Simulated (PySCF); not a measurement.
iminoborane (BH₂N), SMILES B=N. Coordinates come from a B3LYP-D3(BJ)/def2-TZVPD optimisation.

PySCF 2.14.0 with TDA-LC-ωPBE/def2-TZVPD puts the lowest singlet excitations at 7.20, 7.41, 7.41, 8.28, 8.28, 9.48 eV.

Q: What are the lowest excitation roots from PySCF with ADC(2)/aug-cc-pVDZ? (Estimate from the structure and the level; the computed values follow.)

A: 7.27, 7.41, 7.41, 7.65, 7.65, 8.66 eV. S1 differs by 0.07 eV (second minus first; roots are paired by order, and the bases may differ).
